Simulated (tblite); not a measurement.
A geometry optimisation, step by step.

Species: C3H8F2Ge2Si.
Bonds: F1–Si2, Si2–F3, Si2–C4, C4–C5, C5–C6 (triple), C6–Ge7, Ge7–Ge8. Hydrogens: H9 on Si2; H10, H11 on C4; H12, H13 on Ge7; H14, H15, H16 on Ge8.

Computed with GFN2-xTB (tblite), gas phase: L-BFGS steps from a force-field or distance-geometry start until the largest atomic force falls under 0.01 eV/Å. 5 of its 52 geometries are shown.

Step 0: E = -696.3440 eV, largest atomic force 2.211 eV/Å
```
atom  x, y, z in Å  |  force x, y, z in eV/Å
F1     -4.445   -1.080   -1.052    1.743   0.017   0.356
Si2    -2.841   -0.910   -0.612   -0.324  -1.729   0.102
F3     -1.929   -2.177   -1.272   -1.373   1.553   0.768
C4     -2.182    0.729   -1.229    0.265   0.245  -0.024
C5     -0.782    0.870   -0.815   -1.291   0.082  -0.560
C6      0.367    0.991   -0.497    0.766   0.313   0.139
Ge7     2.184    1.173    0.022    0.388  -0.199   0.344
Ge8     2.896   -0.848    1.095   -0.214   0.067  -0.048
H9     -2.723   -0.968    0.864   -0.206  -0.288  -0.742
H10    -2.784    1.546   -0.779    0.386  -0.286  -0.426
H11    -2.260    0.754   -2.328    0.124   0.322   0.319
H12     2.319    2.351    1.018   -0.120  -0.195  -0.504
H13     3.053    1.431   -1.216   -0.329   0.167   0.254
H14     4.377   -0.719    1.519   -0.542  -0.285  -0.043
H15     2.737   -2.025    0.101    0.164   0.301   0.587
H16     2.005   -1.110    2.351    0.562  -0.085  -0.526
```

Step 13: E = -696.8106 eV, largest atomic force 0.100 eV/Å
```
atom  x, y, z in Å  |  force x, y, z in eV/Å
F1     -4.315   -1.129   -1.058   -0.040   0.037   0.002
Si2    -2.815   -0.910   -0.547   -0.032  -0.013  -0.038
F3     -2.070   -2.135   -1.250    0.034   0.012   0.017
C4     -2.163    0.737   -1.227    0.077   0.063   0.014
C5     -0.777    0.930   -0.859    0.039  -0.012   0.044
C6      0.373    1.063   -0.522    0.040   0.032  -0.009
Ge7     2.183    1.169    0.030   -0.024  -0.021  -0.012
Ge8     2.880   -0.840    1.084    0.007   0.010  -0.007
H9     -2.775   -1.086    0.884   -0.003  -0.030  -0.017
H10    -2.743    1.573   -0.828   -0.031  -0.019  -0.036
H11    -2.237    0.778   -2.319   -0.060  -0.064   0.036
H12     2.288    2.371    0.934   -0.002   0.018  -0.013
H13     2.994    1.493   -1.198   -0.002   0.025  -0.001
H14     4.311   -0.796    1.535   -0.013  -0.018   0.001
H15     2.771   -2.042    0.196    0.004  -0.004   0.024
H16     2.088   -1.167    2.315    0.007  -0.015  -0.004
```

Step 26: E = -696.8154 eV, largest atomic force 0.056 eV/Å
```
atom  x, y, z in Å  |  force x, y, z in eV/Å
F1     -4.324   -1.095   -1.065    0.000   0.000   0.000
Si2    -2.823   -0.910   -0.541    0.008   0.008  -0.003
F3     -2.062   -2.123   -1.250   -0.014  -0.008  -0.004
C4     -2.158    0.734   -1.216   -0.017  -0.011   0.002
C5     -0.774    0.934   -0.850   -0.006   0.002   0.001
C6      0.380    1.080   -0.531   -0.002  -0.002   0.001
Ge7     2.186    1.175    0.024    0.052   0.015   0.014
Ge8     2.881   -0.839    1.083   -0.001  -0.002   0.000
H9     -2.792   -1.123    0.884   -0.013  -0.009   0.002
H10    -2.750    1.572   -0.840    0.006   0.000  -0.007
H11    -2.239    0.743   -2.309    0.004  -0.001   0.008
H12     2.291    2.381    0.925   -0.001  -0.013  -0.002
H13     3.001    1.512   -1.200   -0.004  -0.007   0.005
H14     4.311   -0.808    1.538   -0.007   0.008  -0.005
H15     2.773   -2.049    0.206   -0.004   0.007  -0.007
H16     2.090   -1.173    2.313   -0.003   0.013  -0.006
```

Step 38: E = -696.8163 eV, largest atomic force 0.021 eV/Å
```
atom  x, y, z in Å  |  force x, y, z in eV/Å
F1     -4.330   -1.079   -1.069   -0.006   0.005  -0.005
Si2    -2.829   -0.914   -0.538   -0.007  -0.011   0.002
F3     -2.081   -2.130   -1.255   -0.003  -0.007  -0.006
C4     -2.150    0.727   -1.208    0.001   0.001  -0.006
C5     -0.767    0.932   -0.840    0.005  -0.019   0.008
C6      0.388    1.083   -0.527    0.004   0.007   0.002
Ge7     2.196    1.182    0.023    0.004  -0.011   0.006
Ge8     2.880   -0.833    1.078    0.006  -0.009   0.006
H9     -2.814   -1.147    0.883    0.002   0.005   0.012
H10    -2.743    1.570   -0.844   -0.007  -0.001   0.003
H11    -2.224    0.726   -2.300   -0.002   0.009  -0.012
H12     2.300    2.382    0.928    0.004   0.018   0.004
H13     3.009    1.514   -1.201    0.003   0.011  -0.012
H14     4.309   -0.805    1.535   -0.010  -0.005  -0.002
H15     2.766   -2.042    0.199    0.000   0.008   0.007
H16     2.082   -1.156    2.307    0.005  -0.001  -0.007
```

Step 51: E = -696.8170 eV, largest atomic force 0.009 eV/Å
```
atom  x, y, z in Å  |  force x, y, z in eV/Å
F1     -4.342   -1.061   -1.075   -0.001   0.004   0.000
Si2    -2.838   -0.921   -0.542   -0.001  -0.002   0.002
F3     -2.112   -2.148   -1.262   -0.001  -0.002  -0.001
C4     -2.141    0.715   -1.204    0.001  -0.002   0.001
C5     -0.759    0.918   -0.829    0.001   0.000   0.001
C6      0.395    1.085   -0.517    0.003   0.000   0.001
Ge7     2.206    1.193    0.024   -0.006  -0.006   0.001
Ge8     2.882   -0.827    1.076   -0.002   0.004   0.000
H9     -2.828   -1.154    0.880    0.002  -0.002  -0.001
H10    -2.733    1.557   -0.838    0.000   0.004  -0.003
H11    -2.210    0.720   -2.297   -0.002   0.002  -0.002
H12     2.315    2.397    0.926   -0.004   0.001   0.001
H13     3.010    1.530   -1.206   -0.001  -0.002  -0.002
H14     4.309   -0.814    1.537    0.008  -0.002   0.003
H15     2.758   -2.033    0.196    0.000   0.003  -0.001
H16     2.078   -1.146    2.301    0.002   0.001   0.000
```

Task: Summarise the path.

Result: The energy falls by 10.91 kcal/mol from step 0 to step 51; nine tenths of that is first reached at step 7. It falls at every step. The largest force goes from 2.211 to 0.009 eV/Å. Among the bonds Si2–F3 changes most, from 1.695 to 1.597 Å; the atoms move by 0.106 Å rms after alignment.

The cost below is that of the whole relaxation. Hardware: one thread of an Arm Neoverse N1, no GPU (shared host). Cost: 0.74 s of wall time.
